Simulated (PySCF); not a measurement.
Geometries of 2 isomers of C4H7BF2O2, from PySCF, PBE0-D3(BJ)/def2-SVP geometry optimisation, gas phase. One conformer each, no zero-point energy, no frequencies.

Question: Which isomer lies lower at this level?
A.
```xyz
16
angstrom
C      2.816    0.245   -0.810
C      1.375    0.593   -0.586
O      0.965    1.667   -0.229
O      0.579   -0.463   -0.812
C     -0.815   -0.271   -0.587
C     -1.165   -0.321    0.886
B     -2.693   -0.281    1.200
F     -3.139   -0.283    2.442
F     -3.610   -0.252    0.249
H      3.192   -0.292    0.075
H      3.399    1.164   -0.940
H      2.930   -0.421   -1.675
H     -1.121    0.693   -1.022
H     -1.306   -1.079   -1.144
H     -0.750   -1.234    1.350
H     -0.692    0.524    1.415
```
B.
```xyz
16
angstrom
F     -2.288   -1.629    0.106
C     -2.031   -0.338   -0.209
F     -2.983    0.425    0.354
C     -0.667    0.043    0.334
C      0.433   -0.889   -0.140
C      1.781   -0.338    0.284
O      1.940    1.010   -0.109
B      0.856    1.804   -0.280
O     -0.419    1.371   -0.064
H     -2.083   -0.218   -1.306
H     -0.750    0.003    1.437
H      0.396   -0.971   -1.241
H      0.279   -1.897    0.270
H      1.898   -0.407    1.380
H      2.600   -0.918   -0.167
H      1.018    2.941   -0.640
```

Answer: A. That is `CC(=O)OCCB(F)F`, 35.5 kcal/mol below the other.

| SMILES | atoms numbered as above | E (Eh) | relative (kcal/mol) | relative (kJ/mol) | dipole (D) |
| --- | --- | --- | --- | --- | --- |
| CC(=O)OCCB(F)F | [CH3:1][C:2](=[O:3])[O:4][CH2:5][CH2:6][B:7]([F:8])[F:9] | -530.81871 | 0.0 | 0.0 | 2.38 |
| FC(F)[C@H]1CCOBO1 | [F:1][CH:2]([F:3])[C@H:4]1[CH2:5][CH2:6][O:7][BH:8][O:9]1 | -530.76218 | 35.5 | 148.4 | 2.59 |

As drawn, the lower has a C=O bond, a C(=O)–O unit and a B–F bond, which the higher lacks; the higher has two fluorines on one carbon and a B–O bond, which the lower lacks.
